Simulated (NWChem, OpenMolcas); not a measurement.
## Exact exchange and the dipole moment of C2H2FSi

C2H2FSi: 6 atoms, total charge 0, spin state doublet. As SMILES, `C#C[SiH]F`. The coordinates come from a PBE0-D4/def2-TZVP relaxation.

The dipole moment y, in D, basis def2-SVPD; a is the functional's share of exact exchange. Programs: NWChem 7.3.0, OpenMolcas 26.06.

| functional | program | a | y (D) |
| --- | --- | --- | --- |
| U-r2SCAN | OpenMolcas | 0 | 1.69 |
| U-revPBE | OpenMolcas | 0 | 1.64 |
| UTPSSh | NWChem | 0.1 | 1.71 |
| UB3LYP | OpenMolcas | 0.2 | 1.75 |
| UPBE0 | OpenMolcas | 0.25 | ? |
| UBHLYP | OpenMolcas | 0.5 | 1.87 |

Question: Fit y = c + s·a to the known rows and predict UPBE0.

Answer: 
1. Means of the 5 rows: a = 0.1600, y = 1.732.
2. Σ(Δa)² = 0.172, Σ(Δa·Δy) = 0.0704, so the slope is 0.0704/0.172 = 0.4093.
3. Intercept: 1.732 − (0.4093) × 0.1600 = 1.667. The largest residual of the fit is 0.027.
4. UPBE0: 1.667 + (0.4093) × 0.25 = 1.77 D.

The run gave 1.76 D, so the prediction is off by +0.01 D, within the largest residual. More exact exchange makes the molecule more polar here. The rows mix families of semi-local functionals, which the line can't see.
